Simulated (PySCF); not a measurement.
CF, SMILES [C]F (connectivity only; charge and spin as stated), charge +1, multiplicity 1.

The structure is a stationary point at PBE0-D3(BJ)/def2-TZVPD.

Computed with PBE/def2-TZVPD in PySCF.

Estimate the frontier levels, gap, dipole moment and polarisability. (The exact figures need the calculation; the answer reports its results.)


```yaml
highest_occupied_level: -20.11 eV
lowest_empty_level: -13.92 eV
orbital_gap: 6.19 eV
dipole_moment_about_the_centre_of_nuclear_charge: 0.79 D
mean_static_polarisability: 8.5 bohr³ (1.26 Å³)
polarisability_principal_values: 8.0, 8.0, 9.5 bohr³
```
